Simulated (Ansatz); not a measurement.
Relaxation of H9NSi3 (13 atoms, charge 0, multiplicity 1), to a largest force component of 0.02 eV/Å in at most 40 steps.

The calculation used RKS PBE0-D4/6-31G (Ansatz 0.2.0).

```xyz
13
Properties=species:S:1:pos:R:3
Si 0.000 0.000 0.000
H 0.000 0.000 1.460
N 1.716 0.000 -0.606
H 2.215 -0.918 -0.787
H 2.217 0.918 -0.778
Si -1.046 1.812 -0.739
H -2.430 1.478 -1.061
H -1.022 2.844 0.293
H -0.374 2.307 -1.937
Si -1.046 -1.812 -0.739
H -1.703 -2.485 0.377
H -2.045 -1.427 -1.731
H -0.078 -2.717 -1.351
```

Q: Where does it end, and by what steps?

A: The forces met the threshold. The force dipped under the threshold on the way, but the program's further checks kept it going. Limits of this set-up: no polarisation functions. After 15 steps the energy has fallen by 0.693 eV; H7 moved furthest, 1.20 Å.

```csv
step,energy less start (eV),largest force component (eV/Å),accepted
0,0.0000,2.816,yes
1,-0.5778,0.877,yes
2,-0.6279,0.232,yes
3,-0.6364,0.435,yes
4,-0.6576,0.024,yes
5,-0.6604,0.245,yes
6,-0.6695,0.119,yes
7,-0.6795,0.015,yes
8,-0.6813,0.204,yes
9,-0.6860,0.122,yes
10,-0.6905,0.006,yes
11,-0.6919,0.030,yes
12,-0.6925,0.075,yes
13,-0.6931,0.035,yes
14,-0.6933,0.019,yes
15,-0.6935,0.014,yes
```

```xyz
13
Properties=species:S:1:pos:R:3
Si 0.049 -0.031 0.021
H -0.035 -0.150 1.531
N 1.701 0.082 -0.614
H 2.259 -0.731 -0.815
H 2.197 0.955 -0.678
Si -1.117 1.920 -0.605
H -2.474 1.952 0.045
H -0.363 3.154 -0.181
H -1.302 1.974 -2.097
Si -0.959 -1.955 -0.898
H -2.283 -2.224 -0.235
H -1.191 -1.783 -2.374
H -0.079 -3.163 -0.700
```

Whether the end is a true minimum wasn't checked by a vibrational analysis.

Run time: 49 s on 1 thread of Intel(R) Xeon(R) Platinum 8488C (Sapphire Rapids), with other jobs on the host, peak memory 0.17 GiB.
